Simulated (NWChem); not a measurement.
A series in which one site is exchanged, each optimised at PBE0/def2-SVP with NWChem, gas phase unless a solvent is named. All stand in one matching conformer (torsions within 35°), which need not be the lowest. Low-valent species are run as closed-shell singlets; no triplet was tried in these runs. For some, no frequency run checked for a minimum. def2 effective core potentials on Sn, Pb; no spin-orbit coupling.

A: [NH2][Pb][F] (PbNH2F; site = Pb)
B: [NH2][Ge][F] (GeNH$_{2}$F; site = Ge)
C: [F][Sn][NH2] (SnNH2F; site = Sn)
D: N[Si]F (SiNH2F; site = Si)

| quantity | A | B | C | D |
|---|---|---|---|---|
| dipole (D), PBE0/def2-SVP | 3.55 | [?] | 2.88 | 2.58 |
| orbital gap (eV), PBE0/def2-SVP | 5.13 | [?] | 5.63 | 6.14 |
| lowest singlet excitation, PBE/def2-SVPD, TDA (eV) | 4.41 | [?] | 4.79 | 5.42 |

What belongs in the gaps?


- dipole (D), PBE0/def2-SVP, B: 2.62
- orbital gap (eV), PBE0/def2-SVP, B: 6.27
- lowest singlet excitation, PBE/def2-SVPD, TDA (eV), B: 5.28
